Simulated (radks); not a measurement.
Values are calculated unless marked as measured or tabulated.
Dipole-allowed excitations along the series with 12 electrons in [Ne] 3s2. Code: a radial shooting solver on a logarithmic mesh with Libxc functionals. Model: scalar-relativistic Kohn-Sham, LB94 model potential, spin-unpolarised, spherical densities, finite nucleus; Fermi nuclear charge, rms radius of each element as measured or else 0.836 A^(1/3) + 0.57 fm. Time-dependent linear response with the Hartree and adiabatic LDA kernel, continuum included through the Sternheimer equations, no spin-orbit coupling, so fine structure and intercombination lines are absent. Lines are the poles of the dipole polarisability below minus the highest occupied eigenvalue, found on a grid refined at the orbital gaps; the lowest seven at most are given, and weak or close lines can be missed. The first line takes the name of the lowest orbital gap if no other gap lies below it; otherwise a line is named after a gap within 0.6 % of it, if that gap stands alone.

| species | -e(HOMO) (eV) | lowest orbital gap (eV) | first line (eV) | f | static alpha (bohr^3) |
|---|---|---|---|---|---|
| Co15+ | 513.69 | 3s-3p 37.174 | 46.416 (3s-3p) | 0.720 | 0.2593 |
| Ni16+ | 572.49 | 3s-3p 39.711 | 49.457 (3s-3p) | 0.696 | 0.2207 |
| Cu17+ | 634.45 | 3s-3p 42.322 | 52.575 (3s-3p) | 0.675 | 0.1892 |
| Zn18+ | 699.59 | 3s-3p 45.012 | 55.773 (3s-3p) | 0.656 | 0.1632 |
| Ga19+ | 767.91 | 3s-3p 47.790 | 59.061 (3s-3p) | 0.638 | 0.1416 |
| Ge20+ | 839.43 | 3s-3p 50.661 | 62.446 (3s-3p) | 0.623 | 0.1235 |
